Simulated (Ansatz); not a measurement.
`[CH3][Ti-]1([F])([Cl])[O]C=CC=[O+]1` + H₂O → `[CH3][Ti-]1([OH])([F])[O]C=CC=[O+]1` + HCl at 500 K and 1 bar (formal hydrolysis of a Ti–Cl bond).

Computed with Ansatz on PBE0-D4/def2-TZVP structures; ΔE is electronic, products minus reactants. CBS: MP2 limit from def2 TZ/QZ plus the TZ coupled-cluster correction, frozen cores. This one scheme is used for every species. For Ti outer-core shells are correlated without core-valence functions, which leaves a few kJ/mol of doubt a bond. Scalar relativity is left out up to krypton. One conformer a species, not always the lowest.

| species | CCSD(T)/CBS energy (Eh) | H − E (kJ/mol) | S (J/(mol·K)) |
| --- | --- | --- | --- |
| `[CH3][Ti-]1([F])([Cl])[O]C=CC=[O+]1` | -1714.84158 | 327.3 | 543.2 |
| H₂O | -76.37941 | 73.2 | 206.3 |
| `[CH3][Ti-]1([OH])([F])[O]C=CC=[O+]1` | -1330.82757 | 360.8 | 548.9 |
| HCl | -460.38127 | 32.5 | 201.9 |

H − E and S are ideal-gas, rigid-rotor, harmonic terms from PBE0-D4/def2-TZVP, for one conformer and one mirror image of each species. 1 Eh = 2625.50 kJ/mol, R = 8.31446 J/(mol·K).

Q: By hand: ΔE, ΔH, ΔS and ΔG.

A: ΔE = (-1330.82757) + (-460.38127) − (-1714.84158) − (-76.37941) = 0.01215 Eh = 31.9 kJ/mol. Δ(H − E) = 360.8 + 32.5 − 327.3 − 73.2 = -7.2, so ΔH = 24.7 kJ/mol. ΔS = 548.9 + 201.9 − 543.2 − 206.3 = 1.3 J/(mol·K). ΔG = 24.7 − 500 × (1.3)/1000 = 24.1 kJ/mol.

Q: By hand: the equilibrium constant, and the temperature at which ΔG would vanish if ΔH and ΔS stayed fixed.

A: log₁₀ K = −ΔG/(RT ln 10) = -2.5. ΔG = 0 at ΔH/ΔS = 19000 K, far beyond where these terms or the molecules hold.

The number of gas molecules stays the same, so ΔS is small and ΔH decides. A doubt of 5 kJ/mol in ΔE shifts log₁₀ K by 0.5 here. Other conformers and mirror images would add mixing entropy, several J/(mol·K) or more a flexible species. Modes under 60 cm⁻¹, often nearly free rotors, make the harmonic entropy too high. These are equilibria of isolated gas molecules and say nothing of rates. Largest T1 diagnostic: 0.023 (customary marks: 0.02 for closed shells, 0.045 for open ones).
